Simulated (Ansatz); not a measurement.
Reaction (cleavage of the Si–Ge bond): `[SiH3][GeH]1[CH2][Se]1` + `C=C(F)S` → `C=C(F)S[SiH3]` + `[CH2]1[GeH2][Se]1`

Program: Ansatz. Geometries: PBE0-D4/def2-TZVP. ΔE: electronic, gas phase. CCSD(T)/CBS adds triple-zeta CCSD(T) − MP2 to the extrapolated MP2 energy (def2 sets, frozen cores). DFT in def2-TZVPP. For Ge, Se outer-core shells are correlated without core-valence functions, which leaves a few kJ/mol of doubt a bond. Scalar relativity is left out up to krypton. Each species was taken in one conformer, which may not be the lowest.

`[SiH3][GeH]1[CH2][Se]1`:

Z-matrix (Å, degrees):
```
Si
Ge 1 2.363
H 1 1.484 2 109.8
H 1 1.487 2 110.7 3 120.6
H 1 1.484 2 106.9 3 -119.7
C 2 1.937 1 118.4 3 137.0
Se 2 2.336 1 113.9 3 75.7
H 2 1.533 1 121.3 3 -67.6
H 6 1.084 2 118.5 1 7.2
H 6 1.084 2 117.9 1 152.0
```

`C=C(F)S`:

Cartesian coordinates in Å:
```
C 0.446 -0.608 -0.583
C -0.493 -0.144 0.224
F -1.578 -0.874 0.503
S -0.600 1.384 1.076
H 1.324 -0.025 -0.812
H 0.334 -1.591 -1.021
H 0.567 1.858 0.614
```

`C=C(F)S[SiH3]`:

Cartesian coordinates in Å:
```
C 0.929 -2.013 0.173
C 0.735 -0.746 -0.146
F 0.679 -0.372 -1.434
S 0.604 0.579 0.996
Si -0.980 1.705 0.075
H 1.086 -2.751 -0.602
H 0.940 -2.317 1.209
H -1.309 2.727 1.098
H -2.145 0.827 -0.191
H -0.539 2.362 -1.177
```

`[CH2]1[GeH2][Se]1`:

```xyz
7

C    -0.365    0.308   -0.856
Ge    0.449   -0.428    0.726
Se   -1.040    1.349    0.719
H     0.247    0.904   -1.524
H    -1.144   -0.261   -1.351
H     1.913   -0.110    1.019
H    -0.060   -1.763    1.265
```

Task: Is it downhill or uphill in electronic energy at CCSD(T)/CBS, and by how much? (Estimate.)

Result: Ansatz gave: Downhill: ΔE = -6.9 kcal/mol.

Task: What do these levels give: PBE-D4, r2SCAN-D4, PBE0-D4, ωB97X-V, ωB97M-V, B2PLYP, PBE0, HF/def2-TZVPP, CCSD(T)/def2-TZVPP, HF/def2-QZVPP, SCS-MP2/def2-QZVPP, HF/CBS(def2)? (Estimate.)

Result: The calculation gave: PBE-D4 -5.5, r2SCAN-D4 -6.8, PBE0-D4 -6.1, ωB97X-V -7.6, ωB97M-V -7.8, B2PLYP -7.1, PBE0 -6.1, HF/def2-TZVPP -8.8, CCSD(T)/def2-TZVPP -6.7, HF/def2-QZVPP -9.0, SCS-MP2/def2-QZVPP -8.0, HF/CBS(def2) -9.0 kcal/mol.

Largest T1 diagnostic among the species: 0.013.

In def2-TZVPP, CCSD(T) changes the Hartree–Fock value by +2.1 kcal/mol (the triples alone add +0.1 kcal/mol) and MP2 by +1.2 kcal/mol.
